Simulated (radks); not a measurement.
Results of a calculation; reference values are marked as such.
Task: Radial electron density D(r) = 4 pi r^2 rho(r) of an atom or ion with 15 electrons. Code: a radial shooting solver on a logarithmic mesh with Libxc functionals. Model: Dirac Kohn-Sham, PBE, spin-unpolarised, spherical densities, finite nucleus; Fermi nuclear charge, rms radius of each element as measured or else 0.836 A^(1/3) + 0.57 fm.

| r (bohr) | D(r) (e/bohr) |
|---|---|
| 0.01316 | 3.285 |
| 0.01484 | 3.965 |
| 0.01686 | 4.813 |
| 0.01901 | 5.730 |
| 0.02161 | 6.838 |
| 0.02436 | 7.995 |
| 0.02769 | 9.338 |
| 0.03122 | 10.67 |
| 0.03548 | 12.13 |
| 0.04001 | 13.47 |
| 0.04547 | 14.78 |
| 0.05168 | 15.89 |
| 0.05827 | 16.65 |
| 0.06623 | 17.08 |
| 0.07467 | 17.05 |
| 0.08487 | 16.56 |
| 0.09569 | 15.70 |
| 0.1088 | 14.48 |
| 0.1226 | 13.22 |
| 0.1394 | 12.00 |
| 0.1571 | 11.18 |
| 0.1786 | 10.87 |
| 0.2014 | 11.18 |
| 0.2289 | 12.11 |
| 0.258 | 13.34 |
| 0.2933 | 14.71 |
| 0.3307 | 15.67 |
| 0.3758 | 16.00 |
| 0.4237 | 15.45 |
| 0.4816 | 13.94 |
| 0.543 | 11.84 |
| 0.6171 | 9.230 |
| 0.7014 | 6.683 |
| 0.7908 | 4.703 |
| 0.8988 | 3.245 |
| 1.013 | 2.518 |
| 1.152 | 2.295 |
| 1.299 | 2.392 |
| 1.476 | 2.571 |
| 1.664 | 2.638 |
| 1.891 | 2.511 |
| 2.133 | 2.211 |
| 2.424 | 1.767 |
| 2.733 | 1.320 |
| 3.106 | 0.8880 |
| 3.502 | 0.5657 |
| 3.98 | 0.3218 |
| 4.488 | 0.1751 |
| 5.1 | 0.08345 |
| 5.751 | 0.03775 |
| 6.536 | 0.01432 |
| 7.369 | 0.005053 |
| 8.376 | 0.001415 |

What is the nuclear charge?

Result: Z = 15. The innermost maximum, from 1s, lies near gamma/Z bohr with gamma = sqrt(1 - (Z/c)^2) = 0.994, here 0.0663 bohr (found: 0.0700), and its height grows with Z. The density is that of neutral phosphorus in [Ne] 3s2 3p3; the configuration itself is not fixed sharply by these data, and Z only to about a unit. D(r) has 3 maxima, at r = 0.0700, 0.370, 1.65 bohr, and minima at 0.179, 1.16 bohr, inside which lie 2.20, 10.37 electrons.
